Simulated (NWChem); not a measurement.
The numbers come from NWChem runs, not from measurements. System: H₇BGe₂, charge 0, spin multiplicity 1, at a geometry optimised with PBE0/def2-SVP. The structure started from a generated list of species. Level: RHF/def2-TZVP.

Part of the output:

```
             Northwest Computational Chemistry Package (NWChem) 7.3.0
             --------------------------------------------------------

                                NWChem Input Module
                                -------------------

 Scaling coordinates for geometry "geometry" by  1.889725989
 (inverse scale =  0.529177249)

                             Geometry "geometry" -> ""
                             -------------------------

 Output coordinates in angstroms (scale by  1.889725989 to convert to a.u.)

  No.       Tag          Charge          X              Y              Z
 ---- ---------------- ---------- -------------- -------------- --------------
    1 B                    5.0000     0.86459700    -0.10692900    -0.22529600
    2 Ge                  32.0000    -0.19718500    -1.77236600     0.35704000
    3 H                    1.0000     0.38245900    -3.10709300    -0.14866600
    4 H                    1.0000    -0.14713700    -1.80169100     1.90304900
    5 H                    1.0000    -1.68474100    -1.70118800    -0.03978200
    6 Ge                  32.0000     0.05690800     1.78645900    -0.32321200
    7 H                    1.0000     0.00579800     2.20636100    -1.80962200
    8 H                    1.0000    -1.37183800     1.89690300     0.24154700
    9 H                    1.0000     0.94636700     2.81508700     0.40518000
   10 H                    1.0000     2.03497600    -0.22470000    -0.50771900

 Effective nuclear repulsion energy (a.u.)     343.3039490543

            Nuclear Dipole moment (a.u.)
            ----------------------------
        X                 Y               Z
 ---------------- ---------------- ----------------
     0.0000094486     0.0000188973     0.0000056692


 Summary of "ao basis" -> "" (spherical)
 ------------------------------------------------------------------------------
       Tag                 Description            Shells   Functions and Types
 ---------------- ------------------------------  ------  ---------------------
 *                         def2-tzvp                  on all atoms

 Summary of "ao basis" -> "ao basis" (spherical)
 ------------------------------------------------------------------------------
       Tag                 Description            Shells   Functions and Types
 ---------------- ------------------------------  ------  ---------------------
 B                         def2-tzvp                11       31   5s3p2d1f
[...]
  ----- ------------  ---------------      ----- ------------  ---------------
     6      0.220263   1 B  px                9      0.207048   1 B  px
    47     -0.176270   2 Ge px              165      0.169554  10 H  s
   113     -0.159623   6 Ge px

 Vector   38  Occ=2.000000D+00  E=-3.865323D-01
              MO Center=  4.3D-01, -4.0D-02, -1.1D-01, r^2= 4.2D+00
   Bfn.  Coefficient  Atom+Function         Bfn.  Coefficient  Atom+Function
  ----- ------------  ---------------      ----- ------------  ---------------
     7      0.271872   1 B  py               10      0.262757   1 B  py
   114     -0.253196   6 Ge py               48     -0.221005   2 Ge py
   117     -0.168823   6 Ge py

 Vector   39  Occ=0.000000D+00  E= 2.635714D-02
              MO Center=  7.2D-01, -1.1D-01, -2.2D-01, r^2= 3.9D+00
   Bfn.  Coefficient  Atom+Function         Bfn.  Coefficient  Atom+Function
  ----- ------------  ---------------      ----- ------------  ---------------
    14      0.586229   1 B  pz                8      0.241669   1 B  pz
    88     -0.239548   4 H  s                11      0.220563   1 B  pz
   148      0.220650   7 H  s                12      0.170583   1 B  px
   160     -0.163925   9 H  s

 Vector   40  Occ=0.000000D+00  E= 1.179255D-01
              MO Center=  6.1D-01, -1.3D-01, -9.0D-02, r^2= 9.3D+00
   Bfn.  Coefficient  Atom+Function         Bfn.  Coefficient  Atom+Function
  ----- ------------  ---------------      ----- ------------  ---------------
     5      3.457527   1 B  s                37     -2.057665   2 Ge s
   103     -1.797144   6 Ge s               166     -1.118267  10 H  s
   148      0.549485   7 H  s                88      0.534145   4 H  s
   116     -0.507116   6 Ge px               50     -0.475326   2 Ge px
   160      0.430419   9 H  s                82      0.395035   3 H  s

 Vector   41  Occ=0.000000D+00  E= 1.423751D-01
              MO Center=  5.5D-01,  1.8D-01, -2.1D-01, r^2= 9.8D+00
   Bfn.  Coefficient  Atom+Function         Bfn.  Coefficient  Atom+Function
  ----- ------------  ---------------      ----- ------------  ---------------
    37      2.534805   2 Ge s               103     -2.306752   6 Ge s
    13      1.904850   1 B  py               51      0.963683   2 Ge py
   154      0.663810   8 H  s                14     -0.603889   1 B  pz
   117      0.542975   6 Ge py               12      0.532625   1 B  px
    94     -0.531728   5 H  s               148      0.415598   7 H  s

 center of mass
 --------------
 x =  -0.00778799 y =  -0.00058203 z =   0.00073590

 moments of inertia (a.u.)
 ------------------
        1878.033156595632        -121.073723340885          35.637608807096
        -121.073723340885         166.075678814351         337.162905707804
          35.637608807096         337.162905707804        1864.393521692051

  Mulliken analysis of the total density
  --------------------------------------

    Atom       Charge   Shell Charges
 -----------   ------   -------------------------------------------------------
    1 B    5     5.06   0.92  1.06  0.48  0.71 -0.01  0.83  0.99  0.01  0.02  0.05  0.00
    2 Ge  32    31.92   2.00  2.00  1.16  0.80  0.75  0.58  5.98  4.44  1.56  1.47  0.97  8.91  1.10  0.06  0.12  0.02
    3 H    1     1.02   0.23  0.57  0.22  0.01
    4 H    1     1.03   0.23  0.57  0.23  0.01
    5 H    1     1.02   0.23  0.57  0.22  0.01
    6 Ge  32    31.92   2.00  2.00  1.16  0.80  0.75  0.58  5.98  4.44  1.56  1.47  0.97  8.91  1.10  0.06  0.12  0.02
    7 H    1     1.03   0.23  0.57  0.23  0.01
    8 H    1     1.02   0.23  0.57  0.22  0.01
    9 H    1     1.03   0.23  0.57  0.22  0.01
   10 H    1     0.96   0.25  0.51  0.19  0.01

       Multipole analysis of the density wrt the origin
       ------------------------------------------------

     L   x y z        total         open         nuclear
     -   - - -        -----         ----         -------
     0   0 0 0     -0.000000      0.000000     76.000000

     1   1 0 0      0.207877      0.000000      0.000009
     1   0 1 0     -0.048673      0.000000      0.000019
     1   0 0 1     -0.077632      0.000000      0.000006

     2   2 0 0    -35.777519      0.000000     53.603395
     2   1 1 0     -0.139947      0.000000     55.475388
     2   1 0 1      0.375608      0.000000    -18.129865
     2   0 2 0    -38.150213      0.000000    838.984941
     2   0 1 1      0.797510      0.000000   -156.359698
     2   0 0 2    -34.656457      0.000000     53.838405

 Task  times  cpu:       71.0s     wall:       71.0s

 Total times  cpu:       71.0s     wall:       71.0s
```

**Question.** Write an NWChem input that would produce this output.

**Answer.** This is not unique; one that fits is 
```
start mol
memory heap 200 mb stack 800 mb global 1000 mb
geometry units angstroms nocenter noautoz noautosym
  B      0.864597    -0.106929    -0.225296
  Ge    -0.197185    -1.772366     0.357040
  H      0.382459    -3.107093    -0.148666
  H     -0.147137    -1.801691     1.903049
  H     -1.684741    -1.701188    -0.039782
  Ge     0.056908     1.786459    -0.323212
  H      0.005798     2.206361    -1.809622
  H     -1.371838     1.896903     0.241547
  H      0.946367     2.815087     0.405180
  H      2.034976    -0.224700    -0.507719
end
basis spherical
  * library def2-tzvp
end
scf
  rhf
  nopen 0
  maxiter 100
  thresh 1e-7
  semidirect memsize 60000000 filesize 0
end
task scf energy
```
